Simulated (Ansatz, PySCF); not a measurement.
O3Se, SMILES [O-][Se+2](=O)[O-].

Coordinates come from a B3LYP-D3(BJ)/def2-SVP optimisation.

Vertical ionisation energy (IE) and electron affinity (EA) in eV. Rows of orbital energies are one-electron estimates. Where ΔSCF, EOM or ADC give a negative EA the extra electron is unbound and the value depends on the basis.

```csv
level,IE,EA
"−ε(HOMO), −ε(LUMO), ωB97X/def2-TZVPD (PySCF)",12.68,1.71
"−ε(HOMO), −ε(LUMO), PBE/def2-TZVPD (PySCF)",8.38,4.89
ADC(2)/aug-cc-pVDZ (PySCF),10.69,1.66
"ΔSCF, CAM-B3LYP/def2-SVPD (Ansatz), final states of multiplicity 2 and 2",(withheld),(withheld)
"ΔSCF, PBE/def2-SVPD (Ansatz), final states of multiplicity 2 and 2",12.13,1.76
```

**Question.** What belongs in the gaps? (An estimate is asked for; the answer gives what the named calculation found.)

**Answer.** 
- ΔSCF, CAM-B3LYP/def2-SVPD (Ansatz, an electronic-structure program), final states of multiplicity 2 and 2, IE: 13.06
- ΔSCF, CAM-B3LYP/def2-SVPD (Ansatz), final states of multiplicity 2 and 2, EA: 1.99

**Question.** What vertical singlet–triplet gap does ΔSCF give with CAM-B3LYP/def2-SVPD (Ansatz) and with PBE/def2-SVPD (Ansatz)? (An estimate is asked for; the answer gives what the named calculation found.)

**Answer.** 3.78 and 3.21 eV (triplet above singlet where positive).

**Question.** Beyond the first one, list the lowest photoelectron lines from PySCF with ADC(2)/aug-cc-pVDZ with their pole strengths (two spins summed). (The exact figures need the calculation; the answer reports its results.)

**Answer.** 11.93 eV (1.64), 11.93 eV (1.64), 12.00 eV (1.65), 12.00 eV (1.65), 15.45 eV (1.64).
